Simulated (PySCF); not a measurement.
Gas-phase reaction: SO₃ + 6 F ⇌ SF₆ + 3 O, at 1600 K and a standard pressure of 1 bar. Level: ωB97X-V/def2-TZVP†.

Energies from PySCF, thermal terms from the rigid-rotor harmonic-oscillator model, ideal gas at 1 bar. † marks an energy on the PBE0/def2-TZVP geometry and frequencies. Open shells (unrestricted): F (multiplicity 2, electronic degeneracy 6), O (multiplicity 3, electronic degeneracy 9); the rest are closed-shell singlets. Spin-orbit splitting is ignored; it lowers the true energy and changes the entropy of F, O. The harmonic model lacks anharmonicity and excited electronic states, which grow with temperature; levels with a mode under 35 cm⁻¹ are left out.

| species | E (Ha) | H(1600 K) − E (kJ/mol) | S°(1600 K) (J/mol/K) |
|---|---|---|---|
| SO₃ | -623.79797 | 138.5 | 370.2 |
| F | -99.73417 | 33.3 | 195.4 |
| SF₆ | -997.21963 | 258.5 | 519.6 |
| O | -75.06844 | 33.3 | 196.6 |
E: electronic energy; H − E holds the zero-point and thermal terms. 1 Ha = 2625.5 kJ/mol.

Problem. Work out ΔH°, ΔS°, ΔG° and log10 K from these numbers.

Solution. 1. ΔE = 1×(-997.21963) + 3×(-75.06844) − 1×(-623.79797) − 6×(-99.73417) = -0.22196 Ha = -582.8 kJ.
2. Δ(H − E) = 1×(258.5) + 3×(33.3) − 1×(138.5) − 6×(33.3) = 20.1 kJ, so ΔH° = -562.7 kJ.
3. ΔS° = 1×(519.6) + 3×(196.6) − 1×(370.2) − 6×(195.4) = -433.2 J/K; the number of gas molecules changes by -3.
4. ΔG° = ΔH° − TΔS° = -562.7 − 1600×(-433.2)/1000 = 130.4 kJ.
5. log10 K = −ΔG°/(RT ln 10) = -4.26, with RT ln 10 = 30.63 kJ/mol; at standard pressures the reactants are favoured.
6. A shift of 10 kJ in ΔE would move log10 K by 0.33 here.
7. Lowering the total pressure from 1 bar to 0.01 bar multiplies the mole-fraction quotient K_x = K (p/p°)^(−Δn) by 10^-6, which pushes the balance towards the reactants.
For scale, ΔH°(298 K) is -573 kJ at this level, -579 kJ at ωB97M-V/def2-TZVP†, and runs from -807 to 158 kJ over the 20 levels computed; the NASA 1993 table gives -554 kJ (entries not checked at source).
